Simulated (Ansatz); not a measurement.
Saddle point of AlNH4Cl2, closed shell (AlHCl₂ ([Cl][AlH][Cl]) + NH₃ → AlNH₂Cl₂ ([NH2][Al]([Cl])[Cl]) + H₂; bonds formed: H2–H5; dative contacts that become bonds: Al1–N6; bonds broken: Al1–H2, H5–N6), PBE0-D4/def2-TZVP structure:

```csv
atom,x (Å),y (Å),z (Å)
Al1,-0.6633,-0.1460,0.4768
H2,-0.1527,1.5591,0.3926
Cl3,-2.5276,-0.3172,-0.4555
Cl4,-0.3430,-0.8292,2.4274
H5,0.4836,1.0358,-0.1826
N6,0.8091,-0.2587,-0.6591
H7,0.7012,-0.4057,-1.6540
H8,1.6928,-0.6379,-0.3456
```

Energies are electronic, without zero-point energy. Barriers and step energies count from the start structure reached by relaxing down the imaginary mode; all methods use the PBE0-D4 structures, on which another method's saddle can fall below an end. Program: Ansatz 0.2.0. Basis: def2-TZVPP, with def2-QZVPP for the basis limit. Cores are frozen in the correlated methods. B3LYP uses VWN-RPA correlation. Extrapolation: Hartree–Fock as exp(−7.88 √X), correlation as X^−2.97.

```json
{"method": "SPW92", "barrier (eV)": "?", "step energy (eV)": "0.801"}
{"method": "PBE-D4", "barrier (eV)": "1.320", "step energy (eV)": "0.683"}
{"method": "BLYP-D4", "barrier (eV)": "1.389", "step energy (eV)": "0.597"}
{"method": "r2SCAN-D4", "barrier (eV)": "1.384", "step energy (eV)": "0.687"}
{"method": "B97M-V", "barrier (eV)": "1.543", "step energy (eV)": "0.816"}
{"method": "PBE0-D4", "barrier (eV)": "1.483", "step energy (eV)": "0.764"}
{"method": "B3LYP-D4", "barrier (eV)": "1.512", "step energy (eV)": "0.673"}
{"method": "r2SCAN0-D4", "barrier (eV)": "1.516", "step energy (eV)": "0.747"}
{"method": "BHLYP-D4", "barrier (eV)": "?", "step energy (eV)": "0.763"}
{"method": "CAM-B3LYP-D4", "barrier (eV)": "1.571", "step energy (eV)": "0.721"}
{"method": "wB97X-V", "barrier (eV)": "1.616", "step energy (eV)": "0.747"}
{"method": "wB97M-V", "barrier (eV)": "1.596", "step energy (eV)": "0.706"}
{"method": "B2PLYP", "barrier (eV)": "1.552", "step energy (eV)": "0.676"}
{"method": "PBE-QIDH", "barrier (eV)": "1.588", "step energy (eV)": "0.773"}
{"method": "RPA on PBE", "barrier (eV)": "1.590", "step energy (eV)": "0.704"}
{"method": "HF", "barrier (eV)": "2.066", "step energy (eV)": "0.828"}
{"method": "MP2", "barrier (eV)": "?", "step energy (eV)": "0.661"}
{"method": "CCSD", "barrier (eV)": "1.688", "step energy (eV)": "0.735"}
{"method": "CCSD(T)", "barrier (eV)": "1.613", "step energy (eV)": "0.712"}
```

Q: Fill in the withheld barriers. (To be estimated.)

A: By the calculation: MP2 1.559; SPW92 1.191; BHLYP-D4 1.708 eV. Each is the energy of the saddle less that of the start structure, by the same method.

For comparison, the barrier by CCSD(T) at an estimated basis limit (MP2 extrapolated from triple and quadruple zeta, plus CCSD(T) − MP2 in triple zeta) is 1.603 eV.

No T1 diagnostic of these runs exceeds 0.010. The start structure is not quite a true minimum (one mode of 75i cm⁻¹).

The step is the kind of exchange with an N–H group that builds nitride films in atomic layer and chemical vapour deposition.

Labels in which every atom is bracketed show which atoms are joined, not bond orders.

For scale, one of the runs: CCSD(T)/def2-TZVPP, 213 basis functions, launched by `ansatz run in.yaml --threads 4 --pin off --events-out ev --progress --plain --max-ram 9574MiB`. Time: 51 s of wall clock on 4 CPU threads of an Arm Neoverse V1; the host was shared. Peak host memory: 2.7 GiB.
